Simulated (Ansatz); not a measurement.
Br2HInS2, SMILES `S[S][In]([Br])[Br]` at its PBE0-D4/def2-TZVP geometry, where that method's forces vanish. Total charge 0; spin multiplicity 1. In: def2 effective core potential.

```csv
atom,x (Å),y (Å),z (Å)
S1,-0.410,-0.431,2.232
S2,-1.314,-0.862,0.435
In3,0.318,-0.107,-1.138
Br4,-0.001,-0.507,-3.536
Br5,2.313,1.098,-0.394
H6,-0.907,0.809,2.402
```

Q: For each bond, give half the difference of the two atoms' forces along it (eV/Å; positive pushes the atoms apart) under PBE-D4, r2SCAN-D4, B3LYP-D4, ωB97M-V in def2-TZVPP. (Estimate.)

A: Ansatz gave: 
```tsv
bond	length (Å)	PBE-D4	r2SCAN-D4	B3LYP-D4	ωB97M-V
S1–S2	2.057	0.19	0.09	0.36	0.27
S1–H6	1.346	0.27	0.02	-0.04	-0.14
S2–In3	2.389	0.14	0.05	0.09	-0.11
In3–Br4	2.452	0.15	0.04	0.14	-0.04
In3–Br5	2.447	0.17	0.05	0.17	-0.05
```

B3LYP here is the variant with VWN-RPA as its local correlation; programs differ in this.
